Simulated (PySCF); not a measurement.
# C₆ coefficients of unlike pairs at PBE0

Calculated with PySCF 2.14 from the dipole response of each species, C₆(A,B) = (3/π) ∫ α_A(iu) α_B(iu) du, in atomic units, from isotropic polarisabilities. For ions this is the dispersion term alone; charge-induced terms of lower order in 1/R come first.

```
species           configuration                                                                                 basis     relativity  α (bohr³)  C₆ (like pair)
    Ar⁺       [Ne] 3s2 3p5 (2P)  aug-cc-pV(Q+d)Z with one added diffuse shell each of s, p, d, f, g type (8s7p6d4f3g)           none      6.941           31.26
    Sc⁺       [Ar] 3d1 4s1 (3D)      aug-cc-pVTZ with one added diffuse shell each of s, p, d, f, g type (9s8p6d4f3g)           none      64.48           447.7
     Sb  [Kr] 4d10 5s2 5p3 (4S)                                                            aug-cc-pVTZ-DK3 (8s7p5d2f)  spin-free X2C      45.69           496.6
    O²⁺       [He] 2s2 2p2 (3P)                                                                  aug-cc-pVDZ (4s3p2d)           none      1.752           2.329
```

(1) Estimate C₆ for O²⁺ with Sb.

No spin-orbit coupling is included.

The other pairs:

| pair | C₆ |
| --- | --- |
| O²⁺, Ar⁺ | 8.460 |
| Sb, Ar⁺ | 113.2 |
| Sb, Sc⁺ | 444.4 |
| Sc⁺, Ar⁺ | 90.25 |
| O²⁺, Sc⁺ | 23.39 |

Results:

(1) The integral gives 29.56. The combination rule 2 C_A C_B / (C_A α_B/α_A + C_B α_A/α_B) gives 29.00 and the geometric mean 34.01.
